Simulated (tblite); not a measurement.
Species: C7H10FP.
Atom-mapped SMILES: `[CH3:1]/[C:2]([F:3])=[P:4]/[C:5]1=[CH:6][CH2:7][CH2:8][CH2:9]1` (hydrogens: H10, H11, H12 on C1; H13 on C6; H14, H15 on C7; H16, H17 on C8; H18, H19 on C9)

Cartesian coordinates in Å at the GFN2-xTB level; atoms count from 1:
```xyz
19
C7H10FP angstrom
C      3.806    0.199    0.081
C      2.319    0.217    0.006
F      1.854    1.221   -0.779
P      1.344   -0.885    0.827
C     -0.350   -0.433    0.399
C     -1.379   -0.927    1.096
C     -2.698   -0.446    0.587
C     -2.344    0.198   -0.764
C     -0.830    0.462   -0.714
H      4.132   -0.621    0.714
H      4.176    1.141    0.488
H      4.234    0.081   -0.916
H     -1.300   -1.578    1.951
H     -3.121    0.285    1.284
H     -3.420   -1.258    0.487
H     -2.568   -0.500   -1.572
H     -2.908    1.112   -0.943
H     -0.341    0.236   -1.662
H     -0.615    1.505   -0.472
```

Calculated harmonic vibrations of the isolated species, GFN2-xTB (tblite), most abundant isotopes, no scaling. This tight-binding method is rough: wavenumbers can miss measured ones by several per cent, in bad cases by 10 to 20. One conformer, not necessarily the lowest.

Harmonic wavenumbers (cm⁻¹): 32.8, 82.9, 129.3, 133.1, 162.1, 222.6, 231.8, 297.5, 375.0, 404.0, 412.9, 491.2, 640.9, 728.5, 775.1, 810.4, 841.2, 905.0, 969.6, 975.4, 1007.0, 1010.1, 1036.5, 1085.1, 1107.6, 1116.1, 1162.3, 1191.3, 1199.4, 1225.6, 1284.8, 1295.6, 1300.0, 1320.4, 1388.2, 1448.1, 1465.0, 1469.1, 1474.4, 1495.9, 1625.2, 2932.1, 2961.9, 2977.9, 2978.1, 2989.8, 2997.2, 2997.4, 3013.7, 3052.2, 3106.9.

A = 3314, B = 801.8, C = 663.2 MHz; mass 144.050 u (most abundant isotopes); point group C1, symmetry number 1.

Q: What is the zero-point energy?

A: ½Σν̃ = 33168 cm⁻¹ = 396.78 kJ/mol.

Q: Give the ideal-gas entropy at 400 K and 1 bar in the rigid-rotor, harmonic-oscillator model (classical rotation).

A: Translation 176.95, rotation 127.47, vibration 164.11: S = 468.5 J/(mol K).

Q: And Cp and H(400 K) − H(0)?

A: Cp = 199.09 J/(mol K), of which vibrations give 165.84 (their classical limit is 51 R = 424.0); H(400 K) − H(0) = 46.91 kJ/mol without the zero-point energy, 33.60 from vibrations.

Q: How do the functions run with temperature in this model?

A: 
| T (K) | S (J/(mol K)) | Cp (J/(mol K)) | H − H(0) (kJ/mol) | G − H(0) (kJ/mol) | ln q(vib) |
| --- | --- | --- | --- | --- | --- |
| 100 | 295.6 | 79.4 | 5.50 | -24.06 | 1.87 |
| 200 | 362.5 | 117.2 | 15.36 | -57.14 | 4.52 |
| 300 | 417.5 | 157.5 | 29.05 | -96.18 | 7.10 |
| 500 | 517.0 | 235.8 | 68.70 | -189.81 | 12.15 |
| 800 | 646.0 | 312.2 | 151.96 | -364.88 | 19.47 |
| 1000 | 719.4 | 344.8 | 217.83 | -501.58 | 24.05 |

q(vib) and H(0) count from the zero-point level.

Q: What must be added to the electronic energy to get the Gibbs energy at 400 K and 1 bar?

A: ZPE + [H(400 K) − H(0)] − T·S = 396.78 + 46.91 − 187.41 = 256.28 kJ/mol.

Hindered rotation and anharmonicity are outside this model. Other conformers, if any are populated, would add a mixing term that is left out. The structure is chiral; the term R ln 2 for an equal mix with its mirror image is left out.
